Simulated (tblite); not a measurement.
Compound: C₆H₁₀O₂Si.
Atom-mapped SMILES: `[CH2:1]=[C:2]([CH3:3])[C@@:4]1([O:5][CH:6]=[O:7])[CH2:8][SiH2:9]1` (hydrogens: H10, H11 on C1; H12, H13, H14 on C3; H15 on C6; H16, H17 on C8; H18, H19 on Si9)

Structure used (GFN2-xTB), in Å, numbered top down from 1:
```
atom  x, y, z in Å
C1    -1.8275   -0.5822    1.1931
C2    -1.0574   -0.6072    0.1178
C3    -1.4299   -1.3373   -1.1380
C4     0.2717    0.0768    0.0792
O5     1.2823   -0.9319   -0.0195
C6     2.4858   -0.5485    0.2559
O7     2.8054    0.5745    0.5739
C8     0.4427    1.2444   -0.9144
Si9    0.6896    1.7842    0.8723
H10   -2.7851   -1.0753    1.2127
H11   -1.5329   -0.0655    2.0902
H12   -0.6710   -2.0843   -1.3662
H13   -1.4760   -0.6447   -1.9775
H14   -2.3932   -1.8284   -1.0318
H15    3.2035   -1.3786    0.1758
H16    1.2775    1.1450   -1.5946
H17   -0.4636    1.5231   -1.4346
H18    1.7708    2.4779    1.5253
H19   -0.6025    2.2674    1.3730
```

Computed values, GFN2-xTB/tblite, gas phase, harmonic and unscaled. The method is semi-empirical: single wavenumbers can be off by several per cent or more. Modes of hydrogen on silicon can be 10 to 20 % off. One conformer, not necessarily the lowest.

Harmonic wavenumbers (cm⁻¹): 39.2, 101.8, 111.2, 126.6, 158.4, 203.5, 264.3, 282.0, 330.4, 388.8, 410.0, 482.3, 535.9, 588.7, 599.7, 630.5, 710.1, 740.4, 752.5, 774.3, 863.8, 893.3, 900.7, 909.7, 916.6, 952.3, 1017.8, 1038.1, 1050.8, 1088.1, 1129.2, 1229.3, 1286.9, 1333.6, 1389.3, 1411.4, 1427.8, 1471.9, 1480.5, 1699.5, 1723.5, 2228.7, 2447.2, 2860.1, 3007.5, 3022.1, 3046.9, 3055.3, 3069.2, 3101.5, 3129.5.

A = 2177, B = 1179, C = 964.1 MHz; mass 142.045 u (most abundant isotopes); point group C1, symmetry number 1.

**Question.** Zero-point energy?

**Answer.** Half the sum of the wavenumbers: 31206 cm⁻¹ = 89.22 kcal/mol.

**Question.** Give the ideal-gas entropy at 298.15 K and 1 bar in the rigid-rotor, harmonic-oscillator model (classical rotation).

**Answer.** Translation 40.79, rotation 29.25, vibration 30.97: S = 101.0 cal/(mol K).

**Question.** And Cp and H(298.15 K) − H(0)?

**Answer.** Cp = 41.53 cal/(mol K), of which vibrations give 33.58 (their classical limit is 51 R = 101.3); H(298.15 K) − H(0) = 7.34 kcal/mol without the zero-point energy, 4.97 from vibrations.

**Question.** Blend soft modes into free rotors: weight 1/[1 + (100 cm⁻¹/ν̃)⁴] for the oscillator and the rest for a rotor with moment μB/(μ + B), μ = h/(8π²ν), B = 10⁻⁴⁴ kg m². What vibrational entropy results?

**Answer.** 28.91 cal/(mol K) in place of 30.97, which changes −T·S at 298.15 K by +0.61 kcal/mol.

**Question.** Which modes carry the vibrational entropy at 298.15 K?

**Answer.** 39.2 cm⁻¹: 5.30; 101.8 cm⁻¹: 3.42; 111.2 cm⁻¹: 3.25; 126.6 cm⁻¹: 3.00; 158.4 cm⁻¹: 2.57; 203.5 cm⁻¹: 2.10 cal/(mol K); the other 45 give 11.34 together.

Hindered rotation and anharmonicity are outside this model. Other conformers, if any are populated, would add a mixing term that is left out. The structure is chiral; the term R ln 2 for an equal mix with its mirror image is left out.

On an Arm Neoverse N1 with one thread, no GPU, shared host, this took 1.5 s. This covers the Hessian and the dipole derivatives.
